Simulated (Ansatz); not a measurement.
Reaction (ligand exchange at the Si–S bond): `BS[SiH](C)Cl` + `N=C=O` → `C[SiH](Cl)N=C=O` + `BS`

Program: Ansatz. Geometries: PBE0-D4/def2-TZVP. ΔE: electronic, gas phase. CBS: MP2 limit from def2 TZ/QZ plus the TZ coupled-cluster correction, frozen cores. This one scheme is used for every species. Each species was taken in one conformer, which may not be the lowest.

| species | HF/def2-QZVPP energy (Eh) |
| --- | --- |
| `BS[SiH](C)Cl` | -1212.21547 |
| `N=C=O` | -167.84506 |
| `C[SiH](Cl)N=C=O` | -956.07848 |
| `BS` | -424.00863 |

**Question.** Work out ΔE.

**Answer.** ΔE = (-956.07848) + (-424.00863) − (-1212.21547) − (-167.84506) = -0.02658 Eh = -69.8 kJ/mol. CCSD(T)/CBS gives -43.4 kJ/mol.

Largest T1 diagnostic among the species: 0.018.

At CCSD(T), def2-SVP lies −10.7 kJ/mol from the extrapolated value and def2-TZVPP −3.3 kJ/mol. In def2-TZVPP, CCSD(T) changes the Hartree–Fock value by +22.5 kJ/mol (the triples alone add +4.5 kJ/mol) and MP2 by +24.3 kJ/mol.
